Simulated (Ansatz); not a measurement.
In₅Sb₅H₁₈⁺, a cluster cut from wurtzite InSb (hydrogen-capped). Charge 1, multiplicity 2. Geometry PBE-D4/def2-SVP; atoms count from 1.

```csv
atom,x (Å),y (Å),z (Å)
Sb1,2.5205,3.0155,-0.8829
In2,3.3195,0.3935,-1.9994
Sb3,0.7396,-0.4623,-0.7363
In4,0.7772,-2.8956,-2.4862
Sb5,-2.0941,-2.9515,-1.7699
In6,2.3001,4.3224,1.7648
Sb7,0.1819,2.4148,2.5507
In8,0.1284,-0.4072,2.0714
Sb9,-2.6199,-1.2065,2.0117
In10,-3.7763,-3.5312,0.5966
H11,3.4515,4.0393,-1.9088
H12,1.0414,3.3398,-1.6946
H13,3.0188,0.4873,-3.6932
H14,4.4687,-0.3457,-0.9505
H15,-0.4443,0.5596,-1.4582
H16,0.8507,-2.3209,-4.1086
H17,1.6342,-4.0114,-1.4921
H18,-2.6750,-1.4673,-2.4110
H19,-2.6814,-3.8936,-3.0872
H20,1.4369,5.7664,1.3967
H21,3.6780,3.7940,2.6457
H22,-1.3190,2.9122,1.8850
H23,-0.2872,2.5647,4.1944
H24,1.2269,-1.3916,2.9756
H25,-3.3924,0.2321,1.4856
H26,-3.1195,-1.0950,3.6494
H27,-3.0371,-4.8847,1.3554
H28,-5.3280,-2.9771,0.0958
```

In the def2 sets In, Sb take a core potential; there is no spin–orbit coupling. Single mean-field runs in def2-TZVP are fitted with def2-universal-jkfit.

Q: Estimate the Mulliken populations from the PBE0/def2-TZVP orbitals of Ansatz.

A: 
| atom | charge (e) | spin (α − β) |
| --- | --- | --- |
| Sb1 | -0.11 | 0.11 |
| In2 | 0.24 | 0.05 |
| Sb3 | -0.14 | 0.62 |
| In4 | 0.24 | 0.05 |
| Sb5 | -0.11 | 0.11 |
| In6 | 0.26 | 0.01 |
| Sb7 | -0.09 | 0.01 |
| In8 | 0.26 | -0.03 |
| Sb9 | -0.09 | 0.01 |
| In10 | 0.26 | 0.01 |
| H11 | 0.06 | 0.03 |
| H12 | 0.05 | 0.00 |
| H13 | -0.01 | -0.01 |
| H14 | -0.02 | 0.00 |
| H15 | 0.06 | -0.02 |
| H16 | -0.01 | -0.01 |
| H17 | -0.02 | 0.00 |
| H18 | 0.05 | 0.00 |
| H19 | 0.06 | 0.03 |
| H20 | -0.02 | 0.01 |
| H21 | -0.02 | 0.00 |
| H22 | 0.04 | 0.00 |
| H23 | 0.06 | 0.00 |
| H24 | -0.02 | 0.00 |
| H25 | 0.04 | 0.00 |
| H26 | 0.06 | 0.00 |
| H27 | -0.02 | 0.00 |
| H28 | -0.02 | 0.01 |
Mulliken values depend strongly on the basis.

Q: Where does the spin sit?

A: Summed by element: Sb 0.87, In 0.08, H 0.05, of 1 unpaired in all. Largest on single atoms: Sb3 0.62, Sb1 0.11, Sb5 0.11.

Q: And the Mayer bond orders between heavy atoms (over 0.3)?

A: Sb1–In2 0.61 (2.96 Å); Sb1–In6 0.56 (2.96 Å); In2–Sb3 0.47 (3.00 Å); Sb3–In4 0.47 (3.00 Å); Sb3–In8 0.66 (2.87 Å); In4–Sb5 0.61 (2.96 Å); Sb5–In10 0.56 (2.96 Å); In6–Sb7 0.56 (2.96 Å); Sb7–In8 0.73 (2.86 Å); In8–Sb9 0.73 (2.86 Å); Sb9–In10 0.56 (2.96 Å).
